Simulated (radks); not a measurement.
Results of a calculation; reference values are marked as such.
Spherical quantum dot in the effective-mass picture: electrons in a well V = -V0 / (1 + exp((r - R)/a)) with V0 = 6.24, R = 4.72, a = 0.52, with a point charge +1 (a donor) at the centre, all in effective atomic units (hartree* = m*/eps^2 hartree, bohr* = eps/m* bohr), one dielectric constant everywhere. Level of theory: non-relativistic Kohn-Sham, r2SCAN, spin-polarised, spherical densities, generalised Kohn-Sham scheme (a radial shooting solver with Libxc functionals). Levels are named by radial order and angular momentum (1s, 1p, 1d, 2s, ...), and open shells are averaged over m.

N = 5, configuration 1s2 1p(up 3, down 0). This is the lowest configuration that the search found. Occupied and some empty levels:

level,occupation,eigenvalue (hartree*),<r> (bohr*)
1s up,1,-4.9080,1.915
1s down,1,-4.8273,1.721
1p up,3,-4.5511,2.583
1p down,0,-4.4179,2.540
2s up,0,-4.2173,2.156
1d up,0,-4.1832,2.859
2s down,0,-4.1615,2.248
1d down,0,-4.0424,2.840
1f up,0,-3.7486,3.064
1f down,0,-3.6030,3.048

Energy (hartree*): total -27.7719, kinetic 2.0340, external -33.204, Hartree 4.8946, exchange-correlation -1.4967.
